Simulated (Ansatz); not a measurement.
Consider the isomerisation: `C[O][AlH][F]` → `[CH3][Al]([OH])[F]`.

Gas-phase electronic energies from Ansatz, PBE0-D4/def2-TZVP geometries. CCSD(T)/CBS adds triple-zeta CCSD(T) − MP2 to the extrapolated MP2 energy (def2 sets, frozen cores). DFT in def2-TZVPP. B3LYP here is the variant with VWN-RPA as its local correlation; programs differ in this. Each species was taken in one conformer, which may not be the lowest.

`C[O][AlH][F]`:

Cartesian coordinates in Å:
```
C 0.613 -0.936 0.642
O 0.526 0.135 -0.253
Al -0.637 1.178 -0.843
F -2.197 1.050 -0.323
H 1.323 -0.698 1.440
H -0.352 -1.176 1.101
H 0.976 -1.828 0.122
H -0.252 2.276 -1.886
```

`[CH3][Al]([OH])[F]`:

```xyz
8

C     0.053   -1.003    0.784
Al   -0.287    0.398   -0.499
O     0.804    1.674   -0.689
F    -1.647    0.387   -1.439
H     0.100   -0.595    1.798
H     1.017   -1.480    0.590
H    -0.721   -1.772    0.762
H     0.681    2.391   -1.308
```

```tsv
level	ΔE (kJ/mol)
B3LYP-D4	-101.2
MP2/def2-SVP	-95.7
MP2/def2-QZVPP	-115.0
SCS-MP2/def2-QZVPP	-106.2
```

**Question.** What does CCSD(T)/CBS give? (An estimate is asked.)

**Answer.** Ansatz gave: -110.1 kJ/mol. The listed levels differ from it by 8.9, 14.4, -4.9, 3.9 kJ/mol.

Largest T1 diagnostic among the species: 0.013.

Leaving LDA and LC-ωPBE aside and taking each functional with its dispersion term where it has one, the values, not all of them listed here, spread over 10.2 kJ/mol, from r2SCANh-D4 to B97M-V. At CCSD(T), def2-SVP lies +22.8 kJ/mol from the extrapolated value and def2-TZVPP +3.7 kJ/mol. In def2-TZVPP, CCSD(T) changes the Hartree–Fock value by −17.7 kJ/mol (the triples alone add −1.5 kJ/mol) and MP2 by −24.4 kJ/mol.
